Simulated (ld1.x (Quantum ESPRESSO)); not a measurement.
## Which change was made? (V, PAW)

ld1.x (Quantum ESPRESSO) 7.5 input, shortened:

```
&input
   title='V', zed=23., rel=1, dft='PBE', iswitch=3,
   config='[Ar] 3d3 4s2 4p0 4f-2'
 /
 &inputp
   pseudotype=3, lpaw=.true., tm=.true., lloc=3,
   nlcc=.true., new_core_ps=.true., rcore=1.20,
   which_augfun='GAUSS', rmatch_augfun=1.40
 /
7
3S  1  0   2.00   0.00  1.25  1.50  0.0
4S  2  0   2.00   0.00  1.25  1.50  0.0
3P  2  1   6.00   0.00  1.40  1.55  0.0
4P  3  1   0.00   0.00  1.40  1.55  0.0
3D  3  2   3.00   0.00  1.55  2.05  0.0
3D  3  2   0.00   2.20  1.55  2.05  0.0
4F  4  3  -2.00   0.40  1.90  1.90  0.0
 &test
   configts(1)='3s2 3p6 3d3 4s2 4p0'
 /
```

Cutoffs, loose and tight: the cutoffs (Ry, on a coarse ladder) from which the occupation-weighted sum of valence levels, in a spherical-Bessel basis at the reference potential, stays within 10 and 1 mRy of its value at 400 Ry. They do not see the model core or the augmentation charge, which bear on the density cutoff. Test errors are all-electron minus pseudo excitation energies from the reference, over the configurations 3s2 3p6 3d3 4s1 4p0; 3s2 3p6 3d3 4s0 4p0; 3s2 3p6 3d2 4s0 4p0; 3s1 3p6 3d3 4s2 4p0; 3s2 3p6 3d1 4s0 4p0; 3s2 3p6 3d2 4s2 4p0; 3s2 3p6 3d4 4s1 4p0; variants that change the core or the reference have their own tests.

The base gives: outcome: generated, overlap not positive; bound ghosts: not determined (overlap not positive); largest test error (meV): -21.

(1) After one change the result is: outcome: generated, overlap not positive; bound ghosts: not determined (overlap not positive); largest test error (meV): +61. Which change was it?
A. wave 4f channel at 0.4 Ry: rc 1.90 bohr becomes 4f channel at 0.4 Ry: rc 1.42 bohr
B. waves 3d (bound): rcut 1.55, rcutus 2.56 bohr; 3d channel at 2.2 Ry: rcut 1.55, rcutus 2.56 bohr
C. reference 3s2 3p6 3d2 4s0 4p0
D. local potential all-electron potential smoothed inside 1.85 bohr (lloc = -2)

## Answers

(1) B. The others give: wave 4f channel at 0.4 Ry: rc 1.90 bohr becomes 4f channel at 0.4 Ry: rc 1.42 bohr → outcome: generated; cutoff, loose: 35 Ry; cutoff, tight: 60 Ry; bound ghosts: none; largest test error (meV): -9.2 | reference 3s2 3p6 3d2 4s0 4p0 → outcome: generated; cutoff, loose: 35 Ry; cutoff, tight: 60 Ry; bound ghosts: none; largest test error (meV): +10.0 | local potential all-electron potential smoothed inside 1.85 bohr (lloc = -2) → outcome: failed: invmat: error in DGETRF. A file whose overlap is not positive is unfit for use, and its test errors describe a broken file.
